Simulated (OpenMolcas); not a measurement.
A calculation on Mo II.

```
Program             : OpenMolcas 26.06
Method              : XMS-CASPT2, IPEA 0.25 Eh, imaginary shift 0.1 Eh (closed shells correlated: 4s 4p)
Basis               : ANO-RCC-VTZP [7s6p4d2f1g]
Scalar Hamiltonian  : DKH2, point nucleus
Active space        : 5 electrons in 6 orbitals (4d 5s)
State averaging     : 2S+1 = 6 even, 6 roots; 2S+1 = 4 even, 64 roots kept (CI in the orbitals of an earlier block); 2S+1 = 2 even, 110 roots kept (CI in the orbitals of an earlier block)
Spin-orbit coupling : state interaction with AMFI integrals over the reference wave functions, term energies averaged over their components
```

Question: Which level of the active space comes out lowest?

Answer: 4d⁵ ⁶S_5/2, with 99 % of that term; it is also the measured ground level.

Question: How high does 4d⁴ 5s ⁶D_3/2 lie?

Answer: 11550 cm⁻¹ above the lowest level; measured 12034 cm⁻¹ above the ground level, so the calculation is off by -4 %.

Question: How high does 4d⁵ ⁴G_7/2 lie?

Answer: 16630 cm⁻¹ above the lowest level; measured 15331 cm⁻¹ above the ground level, so the calculation is off by +8 %.

Question: How high does 4d⁴ 5s ⁶D_9/2 lie?

Answer: 12920 cm⁻¹ above the lowest level; measured 13461 cm⁻¹ above the ground level, so the calculation is off by -4 %.

Question: The level at 16600 cm⁻¹ has J = 5/2. What is it made of, and what is its g factor?

Answer: 47 % 4d⁵ ⁴G_5/2, 32 % 4d⁴ 5s ⁴D(1), 15 % 4d⁵ ⁴P; g = 1.024, against 0.570 from Landé's formula for the pure leading term.

Measured values: NIST Handbook of Basic Atomic Spectroscopic Data.

Term energies are means over components that CASPT2 splits; among the terms shown or strongly mixed into the levels shown the widest spread is 760 cm-1 (4d⁵ ⁴G). Terms from blocks run as CI alone lack orbitals of their own. Configurations are named by rounded mean occupations; where the s occupation lies near a half they are strongly mixed, a name can repeat and a true partner stay unpaired. A single d shell beside an s shell can misplace configurations of different d count against each other. The CASPT2 spread within a term exceeds the gap to the next term for 4d⁵ ⁴G and 4d⁴ 5s ⁴D(1), so the order of their levels is uncertain, and so are names and mixing where such terms share a J. Measured partners are found by configuration, term and J. A level has none where our copy of the source lacks it or the pairing is in doubt (some pairs that miss far off the trend of their configuration count as doubtful), and it then counts in no deviation. Levels of configurations outside the active space are missing.

A number in round brackets counts repeated terms of one configuration in the order of the reference energies.
